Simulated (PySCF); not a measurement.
## C₆ coefficients of unlike pairs at UHF

Calculated with PySCF 2.14 from the dipole response of each species, C₆(A,B) = (3/π) ∫ α_A(iu) α_B(iu) du, in atomic units, from isotropic polarisabilities. For ions this is the dispersion term alone; charge-induced terms of lower order in 1/R come first.

```json
{"species": "Si+", "configuration": "[Ne] 3s2 3p1 (2P)", "basis": "aug-cc-pV(Q+d)Z with one added diffuse shell each of s, p, d, f, g type (8s7p6d4f3g)", "relativity": "none", "α (bohr³)": "19.56", "C₆ (like pair)": "105.1"}
{"species": "N", "configuration": "[He] 2s2 2p3 (4S)", "basis": "x2c-QZVPPall with one added diffuse shell each of s, p, d, f type (8s5p4d3f1g)", "relativity": "spin-free X2C", "α (bohr³)": "7.155", "C₆ (like pair)": "23.22"}
{"species": "Fe(2+)", "configuration": "[Ar] 3d6 (5D)", "basis": "aug-cc-pVTZ-DK (8s7p5d3f2g)", "relativity": "spin-free X2C", "α (bohr³)": "3.174", "C₆ (like pair)": "9.085"}
{"species": "Sb(3+)", "configuration": "[Kr] 4d10 5s2 (1S)", "basis": "aug-cc-pwCVTZ-DK3 with one added diffuse shell each of s, p, d, f type (11s10p8d5f1g)", "relativity": "spin-free X2C", "α (bohr³)": "12.16", "C₆ (like pair)": "59.43"}
```

Question: Estimate C₆ for Sb(3+) with Si+.

Answer: The integral gives 76.38. The combination rule 2 C_A C_B / (C_A α_B/α_A + C_B α_A/α_B) gives 77.62 and the geometric mean 79.03.

No spin-orbit coupling is included.

The other pairs:

```
          pair     C₆
     Sb(3+), N  36.96
   Fe(2+), Si+  25.75
Sb(3+), Fe(2+)  22.01
        N, Si+  47.59
     Fe(2+), N  13.67
```
